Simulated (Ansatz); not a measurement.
Consider the redistribution: `[CH3][InH][SeH]` + `C[SiH](O)[SiH3]` → `[CH3][InH][CH3]` + `O[SiH]([SiH3])[SeH]`.

Calculated with Ansatz (gas phase, PBE0-D4/def2-TZVP geometries, no zero-point term in ΔE). CCSD(T)/CBS is the MP2 limit (def2-TZVPP, def2-QZVPP) plus CCSD(T) − MP2 in def2-TZVPP, frozen cores. DFT in def2-TZVPP. B3LYP here is the variant with VWN-RPA as its local correlation; programs differ in this. Elements past krypton have def2 core potentials. For In, Se outer-core shells are correlated without core-valence functions, which leaves a few kJ/mol of doubt a bond. Scalar relativity is left out up to krypton. One conformer a species, not always the lowest.

| level | ΔE (kcal/mol) |
| --- | --- |
| PBE-D4 | 17.4 |
| r2SCAN-D4 | 18.9 |
| ωB97X-V | 18.7 |
| ωB97M-V | 18.4 |
| B2PLYP | 19.1 |
| B3LYP | 19.6 |
| CCSD(T)/def2-TZVPP | 18.2 |
| CCSD/CBS(def2) | 18.9 |

What does CCSD(T)/CBS give? (An estimate is asked.)

Computed: +18.4 kcal/mol. The listed levels differ from it by -1.0, 0.5, 0.3, 0.0, 0.7, 1.2, -0.2, 0.5 kcal/mol.

Largest T1 diagnostic among the species: 0.012.

In def2-TZVPP, CCSD(T) changes the Hartree–Fock value by −4.4 kcal/mol (the triples alone add −0.6 kcal/mol) and MP2 by −4.8 kcal/mol. From PBE to PBE0 (25 % exact exchange), in def2-TZVPP and without D4, ΔE moves by +1.0 kcal/mol.

CCSD(T)/CBS has its own doubt, a few kJ/mol and more with outer-core shells, so smaller differences from it don't rank the levels.
